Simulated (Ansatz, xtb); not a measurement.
Pulling on the Ge2–H3 bond in GaGeH5 (SMILES [GaH2][GeH3]) (multiplicity 1 held, fragments rigid). Energies count from the point at 1.541 Å.
Geometry at that point (charge 0, multiplicity 1):
```xyz
7

Ga    -1.230    -0.078    -0.292
Ge     1.157     0.070     0.274
H      1.982    -1.143    -0.200
H      1.787     1.329    -0.362
H      1.359     0.200     1.799
H     -2.217     1.045     0.203
H     -1.801    -1.270    -1.146
```

R- and RO- levels are restricted; in cc, def2 and unpolarised 6-31G sets they are followed outwards from rest. Active spaces are followed from a long bond inwards. Left out are points that failed, MP2 points in a non-variational dive below the minimum, coupled-cluster points behind a sign of a changed root (a jump of the amplitudes, or a one-step jump against full CI or MRCI), small-basis points behind a change of solution, and semi-empirical points at long bonds. Curves can end on different states.

Correlated levels freeze the cores. Filled d and f shells under p-block atoms count as core.

Codes used: Ansatz (Gaussian basis) for Hartree–Fock, density functionals and correlated methods; xtb for the GFN methods. Each number belongs to the level named beside it. The GFN methods have no spin term and hold the electronic entropy of 300 K.

Energies in eV.

```
R (Å)  GFN2-xTB  R-CCSD/cc-pVDZ  R-CCSDT/cc-pVDZ  R-CCSDT(Q)/cc-pVDZ  FIC-MRCISD on CASSCF(2,2)/cc-pVDZ  FIC-MRCISD+Q on CASSCF(2,2)/cc-pVDZ
-----  --------  --------------  ---------------  ------------------  ---------------------------------  -----------------------------------
1.233      1.10            1.35             1.36                1.36                               1.36                                 1.35
1.387      0.13            0.27             0.28                0.28                               0.28                                 0.27
1.541      0.00            0.00             0.00                0.00                               0.00                                 0.00
1.696      0.15            0.15             0.14                0.14                               0.14                                 0.15
1.850      0.40            0.51             0.49                0.49                               0.49                                 0.50
2.081      0.85            1.18             1.16                1.15                               1.14                                 1.16
2.312      1.33            1.86             1.81                1.80                               1.79                                 1.81
2.697      2.08            2.77             2.66                2.65                               2.63                                 2.65
3.083      2.70            3.35             3.17                3.15                               3.14                                 3.16
3.545      3.24            3.72             3.45                3.42                               3.41                                 3.43
4.162      3.64            3.90             3.56                3.52                               3.52                                 3.54
4.932  left out            3.96             3.58                3.54                               3.54                                 3.57
```

Doubts at one or more of the structures used: a restricted determinant that unrestricted orbitals would lower (R-CCSD/cc-pVDZ, R-CCSDT/cc-pVDZ, R-CCSDT(Q)/cc-pVDZ); other coupled-cluster roots lie near (R-CCSD/cc-pVDZ, R-CCSDT/cc-pVDZ, R-CCSDT(Q)/cc-pVDZ); T1 above 0.05 (R-CCSD/cc-pVDZ, R-CCSDT/cc-pVDZ, R-CCSDT(Q)/cc-pVDZ).

Ansatz is an electronic-structure program.
